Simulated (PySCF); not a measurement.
**Electronic structure of Cd²⁺ (cadmium, charge +2) at the UHF level**

Configuration: [Kr] 4d10, closed-shell 1S. All numbers are calculated (PySCF 2.14, a scalar-relativistic core potential, in def2-SVP with the def2 core potential (28 electrons) (5s3p2d1f, 31 functions)).

| Quantity | Value |
| --- | --- |
| Total energy | -166.004128 hartree |
| One-electron energy | -284.0095 hartree |
| Hartree (Coulomb) energy | 132.2904 hartree |
| Exchange energy | -14.2850 hartree |
| ⟨S²⟩ | 0.0000 |
| ⟨L²⟩ | 0.000 |
| Sum of ⟨r⟩ | 20.19 bohr |
| Sum of ⟨r²⟩ | 26.58 bohr² |
| Time after the integrals | 0.07 s of wall time on 1 thread of Neoverse-V1 (shared host) |

| shell | electrons | mean orbital energy (eV) | rms radius, mean of both spins (bohr) |
| --- | --- | --- | --- |
| 4s | 2 | -149.02 | 0.948 |
| 4p | 6 | -104.63 | 1.04 |
| 4d | 10 | -38.031 | 1.35 |

Energies and moments cover only the electrons outside the core potential.
